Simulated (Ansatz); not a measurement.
Computed with Ansatz on PBE0-D4/def2-TZVP structures; ΔE is electronic, products minus reactants. CCSD(T)/CBS adds triple-zeta CCSD(T) − MP2 to the extrapolated MP2 energy (def2 sets, frozen cores). DFT in def2-TZVPP. HSE06 is defined as in plane-wave codes. Elements past krypton have def2 core potentials. For Te outer-core shells are correlated without core-valence functions, which leaves a few kJ/mol of doubt a bond. Each species was taken in one conformer, which may not be the lowest.

`C[SiH2][Te][SiH3]` + `O[SiH](F)[SiH3]` → `F[SiH]([SiH3])O[SiH3]` + `C[SiH2][TeH]`  (ligand exchange at the Si–Te bond)

`C[SiH2][Te][SiH3]`:

Z-matrix (Å, degrees):
```
C
Si 1 1.867
H 1 1.092 2 110.8
H 1 1.092 2 110.5 3 119.9
H 1 1.094 2 110.3 3 -119.9
Te 2 2.502 1 112.2 3 -60.2
H 2 1.486 1 111.1 3 -177.9
H 2 1.488 1 110.5 3 60.9
Si 6 2.489 2 91.3 1 73.3
H 9 1.485 6 110.9 2 62.6
H 9 1.486 6 111.1 2 -58.3
H 9 1.484 6 107.1 2 -177.6
```

`O[SiH](F)[SiH3]`:

Z-matrix (Å, degrees):
```
Si
F 1 1.603
Si 1 2.339 2 109.3
O 1 1.636 2 110.2 3 117.2
H 1 1.488 2 105.0 3 -123.8
H 3 1.487 1 109.5 2 -177.0
H 3 1.486 1 110.3 2 62.6
H 3 1.487 1 109.6 2 -57.8
H 4 0.959 1 118.9 2 71.5
```

`F[SiH]([SiH3])O[SiH3]`:

```xyz
12

F     1.748    1.356    1.026
Si    1.258    0.363   -0.129
Si   -0.350    1.486   -1.417
O     0.635   -0.969    0.560
Si   -0.633   -1.679    1.319
H     2.468   -0.046   -0.882
H    -0.858    0.575   -2.478
H     0.257    2.683   -2.058
H    -1.490    1.914   -0.562
H    -0.633   -3.120    0.974
H    -1.903   -1.055    0.862
H    -0.498   -1.509    2.786
```

`C[SiH2][TeH]`:

```xyz
9

C     0.200   -0.187    1.214
Si   -0.713    0.103   -0.388
Te    0.738    1.121   -2.152
H    -0.476   -0.605    1.965
H     0.613    0.749    1.596
H     1.024   -0.888    1.066
H    -1.805    1.097   -0.218
H    -1.295   -1.169   -0.892
H     1.714   -0.219   -2.192
```

```
          level  ΔE (kcal/mol)  difference from CCSD(T)/CBS
      revPBE-D4           -5.4                          3.4
        PBE0-D4           -6.3                          2.5
     r2SCANh-D4           -8.6                          0.2
       HSE06-D4           -6.2                          2.6
   CAM-B3LYP-D4          -12.1                         -3.3
       PBE-QIDH           -7.7                          1.1
            PBE           -5.7                          3.1
         r2SCAN           -8.6                          0.2
        r2SCANh           -8.6                          0.2
          HSE06           -6.5                          2.3
          BHLYP          -12.6                         -3.8
   MP2/def2-SVP           -8.6                          0.2
CCSD/def2-TZVPP          -11.0                         -2.2
 MP2/def2-QZVPP           -7.8                          1.0
   HF/CBS(def2)          -15.8                         -7.0
  MP2/CBS(def2)           -7.1                          1.7
    CCSD(T)/CBS           -8.8                            0
```

(1) What do rigid-rotor, harmonic-oscillator terms from PBE0-D4/def2-TZVP frequencies (298.15 K, 1 bar) make of the CCSD(T)/CBS value? (An estimate is asked.)

Largest T1 diagnostic among the species: 0.013.

Answers

(1) Computed: ΔZPE = -1.7 kcal/mol, ΔH = -10.5 kcal/mol, ΔS = 3 J/(mol·K), ΔG = -10.8 kcal/mol. Modes under 50 cm⁻¹ make the entropy rough.

At CCSD(T), def2-SVP lies −0.8 kcal/mol from the extrapolated value and def2-TZVPP −1.2 kcal/mol. From PBE to PBE0 (25 % exact exchange), in def2-TZVPP and without D4, ΔE moves by −1.0 kcal/mol.
